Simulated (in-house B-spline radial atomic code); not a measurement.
**PBEsol excitations of C4+**

Method: PBEsol. Computed with an all-electron radial atomic-structure program (B-spline basis): linear response of the closed shell 1s2 with the functional's adiabatic kernel; scalar-relativistic (spin-free one-electron X2C), finite nucleus, no spin-orbit coupling, no double excitations, S, P, D and F terms only.

Command:
```bash
python run_td.py task.json out
```
Settings (radii: box in bohr, nucleus in fm):
```
Z                        6
electrons                2
configuration            1s2
hamiltonian              x2c
method                   pbesol
box_radius               19.1
rms_radius               2.4702
intervals                74
```

Run time, properties included: 0.3 s on 1 thread of Arm Neoverse N1 (shared host).

The lowest states, in the order of their Tamm-Dancoff energies; the method's threshold (minus the highest occupied level) is 356.14 eV. Labels give the largest channel, * marks a mixed state, and oscillator strengths are full-response dipole values. Semilocal kernels can invert the small singlet-triplet splittings of Rydberg terms. Energies in eV:

| state | full response | Tamm-Dancoff | oscillator strength |
| --- | --- | --- | --- |
| 1s → 2s 3S | 285.01 | 285.03 | - |
| 1s → 2s 1S | 289.88 | 289.97 | - |
| 1s → 2p 3P | ? | ? | - |
| 1s → 2p 1P | 294.28 | 294.30 | 0.548 |
| 1s → 3s 3S | 327.83 | 327.84 | - |
| 1s → 3s 1S | 328.96 | 328.98 | - |
| 1s → 3p 3P | 329.62 | 329.63 | - |
| 1s → 3p 1P | 330.37 | 330.37 | 0.11 |
| 1s → 3d 3D | 331.22 | 331.22 | - |
| 1s → 3d 1D | 331.24 | 331.24 | - |
| 1s → 4s 3S | 340.89 | 340.89 | - |
| 1s → 4s 1S | 341.32 | 341.33 | - |
| 1s → 4p 3P | 341.61 | 341.61 | - |
| 1s → 4p 1P | 341.91 | 341.91 | 0.042 |
| 1s → 4d 3D | 342.20 | 342.20 | - |
| 1s → 4d 1D | 342.21 | 342.21 | - |
| 1s → 4f 3F | ? | ? | - |
| 1s → 4f 1F | 342.51 | 342.51 | - |

Question: Where does 1s → 4f 3F lie?

Answer: At 342.51 eV in full response, 342.51 eV in Tamm-Dancoff.

Question: Where does 1s → 2p 3P lie?

Answer: At 291.20 eV in full response, 291.22 eV in Tamm-Dancoff.

Question: How large is the singlet-triplet splitting of 1s → 2s (S terms) in Tamm-Dancoff?

Answer: 4.94 eV, from the unrounded values.

Question: What polarisabilities and dispersion coefficient does the method give?

Answer: Dipole 0.009333 bohr³, quadrupole 0.001134 bohr⁵, C6 0.000849 hartree·bohr⁶ for two such species.
